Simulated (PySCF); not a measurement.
# BCl3: core ionisation energies

Species: BCl3.
Z-matrix (Å and degrees, PBE0-D3(BJ)/def2-SVP geometry), rows numbered from 1:
```
Cl
B   1  1.7424
Cl  2  1.7423  1  120.14
Cl  2  1.7422  1  119.90  3   179.71
```

Theory: delta-SCF UKS SCAN, pcX-2 on the ionised atom, pcseg-1 elsewhere, spin-free X2C (PySCF). Each binding energy is the total energy of the core-ionised species, with the hole localised on one atom, minus that of the ground state; both are solved self-consistently, so orbital relaxation is included.

Problem. What binding energy does each computed site have?

Solution. 
```json
{"atom(s)": "B2", "bonded to": "3 Cl", "level": "B 1s", "binding energy (eV)": "199.88", "2p1/2 (eV)": "–", "count": "1"}
{"atom(s)": "Cl1/Cl3/Cl4", "bonded to": "B", "level": "Cl 2p3/2", "binding energy (eV)": "207.13", "2p1/2 (eV)": "208.78", "count": "3"}
{"atom(s)": "Cl1/Cl3/Cl4", "bonded to": "B", "level": "Cl 1s", "binding energy (eV)": "2829.69", "2p1/2 (eV)": "–", "count": "3"}
```

Problem. Which effective nuclear charge Zeff reproduces each element's mean 1s value in the hydrogen-like formula E = 13.606 eV × Zeff²?

Solution. B (Z = 5): mean 199.9 eV, Zeff = 3.83, Z − Zeff = 1.17; Cl (Z = 17): mean 2829.7 eV, Zeff = 14.42, Z − Zeff = 2.58. Means run over the listed sites, weighted by atom count.

Atoms equivalent by their bonding share one computed value, that of the first of them. Spin–orbit coupling isn't in the SCF: each 2p doublet comes from a relaxed spin-free hole plus a matrix of the shell (mean-field spin–orbit coupling and the ground-state 2p splitting), with 2p3/2 averaged over its two sublevels. 2p1/2 minus 2p3/2 (ligand field included): Cl 1.65 eV. Isolated species at its PBE0-D3(BJ)/def2-SVP geometry, gas phase.
